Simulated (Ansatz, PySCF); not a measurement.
Energy difference 2 R1 → P1 + P2, each structure at its B3LYP-D3(BJ)/def2-TZVP stationary point, reached from a drawn start (curvature not checked).
P1: BBr3 (SMILES BrB(Br)Br), charge 0, multiplicity 1.
R1: BBr2 (SMILES Br[B]Br), charge 0, multiplicity 2.
P2: BBr (SMILES [B]Br), charge 0, multiplicity 1.

P less R. No zero-point or thermal terms; singlets are restricted closed shells; open shells are unrestricted; no spin–orbit coupling.

Frozen-core correlation throughout. In cc and def2 sets filled d and f shells under p-block atoms count as core. CBS(a, b) extrapolates the correlation energy as X⁻³ and adds the Hartree–Fock energy of set b.

Run with Ansatz (a program for electronic structure) with Gaussian orbitals; PySCF for the D3/D4 terms. No computed number here is a measurement.

Problem. Give the reaction energy at the level CCSD(T)/CBS(cc-pVTZ, cc-pVQZ).

Solution. -149 kJ/mol

Problem. Predict the reaction energy from BHLYP/def2-TZVPP.

Solution. -112 kJ/mol

Problem. What reaction energy does CAM-B3LYP-D3(BJ)/def2-TZVPP give?

Solution. -118 kJ/mol
